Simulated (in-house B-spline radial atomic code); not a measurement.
How G0W0 and RPA depend on the start: Te II (Te+)

Configuration [Kr] 4d10 5s2 5p3, highest spin. Computed with a B-spline radial code for spherical atoms: all electrons, non-relativistic, point nucleus, each spin shell either full or empty, empty states to l = 9 with an (l + 1/2)⁻⁴ tail; G0W0 by contour deformation at full frequency.

Without relativity these are model numbers: it shifts the levels of so heavy an element strongly and can reorder them.

```json
{"start": "Hartree-Fock", "mean-field 5p up (eV)": "-18.780", "G0W0 (eV)": "-19.333", "QP weight": "0.956", "RPA correlation (Eh)": "-3.5909"}
{"start": "LDA VWN5", "mean-field 5p up (eV)": "-14.597", "G0W0 (eV)": "-18.837", "QP weight": "0.893", "RPA correlation (Eh)": "-3.9217"}
{"start": "PBE", "mean-field 5p up (eV)": "-14.538", "G0W0 (eV)": "-18.848", "QP weight": "0.890", "RPA correlation (Eh)": "-3.9154"}
{"start": "PBE0", "mean-field 5p up (eV)": "-15.790", "G0W0 (eV)": "-19.012", "QP weight": "0.920", "RPA correlation (Eh)": "-3.8244"}
{"start": "r2SCAN", "mean-field 5p up (eV)": "-14.974", "G0W0 (eV)": "?", "QP weight": "?", "RPA correlation (Eh)": "?"}
{"start": "HSE06", "mean-field 5p up (eV)": "-15.346", "G0W0 (eV)": "-18.975", "QP weight": "0.912", "RPA correlation (Eh)": "-3.8339"}
{"start": "B3LYP (VWN-RPA)", "mean-field 5p up (eV)": "-15.366", "G0W0 (eV)": "?", "QP weight": "?", "RPA correlation (Eh)": "?"}
{"start": "SCAN", "mean-field 5p up (eV)": "-14.977", "G0W0 (eV)": "-18.939", "QP weight": "0.911", "RPA correlation (Eh)": "-3.8556"}
{"start": "TPSS", "mean-field 5p up (eV)": "-14.670", "G0W0 (eV)": "-18.901", "QP weight": "0.895", "RPA correlation (Eh)": "-3.8979"}
{"start": "BHandHLYP", "mean-field 5p up (eV)": "-16.689", "G0W0 (eV)": "-19.111", "QP weight": "0.936", "RPA correlation (Eh)": "-3.7423"}
{"start": "CAM-B3LYP", "mean-field 5p up (eV)": "-16.949", "G0W0 (eV)": "-19.113", "QP weight": "0.938", "RPA correlation (Eh)": "-3.8003"}
{"start": "LC-wPBE", "mean-field 5p up (eV)": "-18.537", "G0W0 (eV)": "-19.183", "QP weight": "0.951", "RPA correlation (Eh)": "-3.7942"}
{"start": "wB97X", "mean-field 5p up (eV)": "-17.939", "G0W0 (eV)": "-19.186", "QP weight": "0.948", "RPA correlation (Eh)": "-3.7776"}
{"start": "PBEsol", "mean-field 5p up (eV)": "-14.548", "G0W0 (eV)": "-18.844", "QP weight": "0.892", "RPA correlation (Eh)": "-3.9178"}
{"start": "BLYP", "mean-field 5p up (eV)": "-14.196", "G0W0 (eV)": "-18.812", "QP weight": "0.885", "RPA correlation (Eh)": "-3.9173"}
{"start": "r2SCAN0", "mean-field 5p up (eV)": "-16.085", "G0W0 (eV)": "-19.063", "QP weight": "0.928", "RPA correlation (Eh)": "-3.7866"}
{"start": "LDA exchange-only", "mean-field 5p up (eV)": "-13.713", "G0W0 (eV)": "-18.855", "QP weight": "0.875", "RPA correlation (Eh)": "-3.9196"}
```

What G0W0 level, weight and RPA correlation energy follow from the B3LYP (VWN-RPA) start?

G0W0 level -18.971 eV, weight 0.914, RPA correlation -3.844 hartree.

What G0W0 level, weight and RPA correlation energy follow from the r2SCAN start?

G0W0 level -18.965 eV, weight 0.911, RPA correlation -3.8575 hartree.

How much of the dependence on the start does G0W0 remove?

The mean-field levels span 5.07 eV and the G0W0 levels 0.521 eV. Against 18.6 ± 0.4 eV (NIST, measured) the G0W0 removal energies are off by +0.21 to +0.73 eV, with relativity, Breit and QED terms left out.
